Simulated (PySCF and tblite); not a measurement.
Results of a calculation; reference values are marked as such.
# Ring inversion: stationary points, barriers and rates

System: C₈H₇Cl, numbered as in [Cl:1][C:2]1=[CH:3]/[CH:4]=[CH:5]\[CH:6]=[CH:7]/[CH:8]=[CH:9]\1.

Motion: inversion of the 8-membered ring (2–3–4–5–6–7–8–9). Level: PBE0/pcSseg-1 + D3(BJ), IEF-PCM dichloromethane on GFN2-xTB stationary points, with GFN2-xTB thermal terms. Rates follow Eyring's equation with the number of equivalent paths and no tunnelling. Run with tblite and PySCF.

| point | symmetry | E(GFN2) kcal/mol | E(DFT) kcal/mol | ZPE change kcal/mol | lowest mode cm⁻¹ | dipole D |
| --- | --- | --- | --- | --- | --- | --- |
| start | C1 | 0.0 | 0.0 | 0.00 | 89 | 2.48 |
| saddle | C2v | 11.4 | 13.5 | 0.81 | 122i | 2.36 |
| end | C1 | 0.0 | 0.0 | 0.00 | 89 | 2.48 |

| Quantity | Value |
| --- | --- |
| Electronic barrier | 13.5 kcal/mol |
| Barrier with zero-point energy | 14.3 kcal/mol |
| ΔH‡ (298 K) | 13.8 kcal/mol |
| ΔS‡ (298 K, symmetry apart) | -2.9 cal/(mol K) |
| Paths | 1 equivalent path |
| End point | the same structure with atoms interchanged, or its mirror image |
| Mean lifetime of the start against this motion at 298 K | 8.7 ms |
| Cost | 81 s on 1 thread of Arm Neoverse V1 (shared host) (rough), peak memory 0.96 GiB, launched as `OMP_NUM_THREADS=1 python ens_run.py task.json out` |

| T/K | ΔG‡ kcal/mol | k s⁻¹ |
| --- | --- | --- |
| 200 | 14.4 | 0.0007 |
| 250 | 14.5 | 1 |
| 298 | 14.6 | 115 |
| 350 | 14.8 | 4330 |
| 400 | 14.9 | 5.9×10⁴ |

ΔG and ΔG‡ leave out symmetry numbers and mirror images; rates count paths: 1 out.
